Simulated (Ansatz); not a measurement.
Cost and result up the ladder for the cluster Sr₃S₄ (the lowest singlet isomer of a short search) (7 atoms). Total charge 0; singlet. Geometry: PBE-D4/def2-SVP.

```xyz
7

Sr   -2.539    1.767   -1.488
Sr   -0.704   -0.898    0.546
Sr    2.615    0.677   -0.224
S    -3.349   -0.294   -0.097
S     2.011   -2.001    0.270
S     1.813   -0.720    2.055
S     0.152    1.468   -1.062
```

Ansatz on 4 threads of INTEL XEON PLATINUM 8581C on a shared host. Times are rough, and most runs start from the orbitals of an earlier one. ωB97M-V/def2-TZVP serves as the yardstick here, not as an exact answer. Differences are given only for rows in sets of like size (and for xTB, whose basis is part of the method), since another set adds its own error. Binding counts from free atoms at the same level (Sr singlet, S triplet; other spins of the atoms weren't run), without zero-point energy or a counterpoise term.

In the def2 sets Sr takes a core potential; there is no spin–orbit coupling. Correlated methods freeze 20 core orbitals; core or outer-core shells of Sr are correlated, in sets that lack core-valence functions. The rows differ in basis, and correlated rows in double-zeta sets carry the largest basis error. The structure comes from a short search, and lower isomers may exist.

Correlated methods converge slowly with the basis, most of all in double-zeta sets.

| level | functions | wall time | binding energy per atom (eV) | difference from ωB97M-V/def2-TZVP (eV) |
| --- | --- | --- | --- | --- |
| PBE-D4/def2-SVP | 141 | 1.7 s | 3.39 | – |
| PBE0-D4/def2-SVP | 141 | 3.2 s | 3.32 | – |
| BLYP-D4/def2-TZVP | 247 | 3.3 s | 3.11 | -0.12 |
| PBE-D4/def2-TZVP (with forces) | 247 | 4 s | 3.33 | 0.10 |
| MP2/def2-TZVP | 247 | 5.5 s | 3.07 | -0.16 |
| BHLYP-D4/def2-TZVP | 247 | 6 s | 3.05 | -0.18 |
| PBE0-D4/def2-TZVP | 247 | 6.5 s | 3.27 | 0.04 |
| r2SCAN-D4/def2-TZVP | 247 | 6.5 s | 3.41 | 0.18 |
| ωB97M-V/def2-TZVP | 247 | 14 s | 3.23 | 0.00 |
| CCSD(T)/def2-SVP | 141 | 22 s | 2.82 | – |
